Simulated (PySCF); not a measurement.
# Spin–spin coupling constants

Geometry:
```csv
atom,x (Å),y (Å),z (Å)
Ge1,-0.041,0.040,-0.843
C2,0.093,-0.072,1.058
H3,-0.910,0.009,1.496
H4,0.728,0.744,1.429
H5,0.539,-1.037,1.334
F6,1.479,-0.053,-1.642
F7,-0.753,1.503,-1.395
F8,-0.997,-1.218,-1.522
```

Couplings: PBE/pcJ-1 (pcSseg-1 on Ge) in PySCF 2.14, geometry PBE0-D3(BJ)/def2-SVP; gas phase, one conformer, non-relativistic. Couplings are averaged over pairs made equivalent by symmetry, fast rotation or ring inversion, so a value needn't be that of the named pair in this geometry, while other rotamers aren't included; one pair stands for each set, and the list holds those of at least 1.5 Hz over up to four bonds.

Isotopes: 13C, 1H, 19F.

| pair | bonds | J (Hz) |
| --- | --- | --- |
| C2, H3 | 1 | 132.0 |
| C2, F6 | 2 | -2.3 |
| H3, H4 | 2 | ? |
| F6, F7 | 2 | ? |

Task: Estimate the withheld couplings, with signs.

Result: 
- 2J(H3,H4) = -11.9 Hz
- 2J(F6,F7) = -131.9 Hz

Relativistic effects of the heavier atoms present are left out.
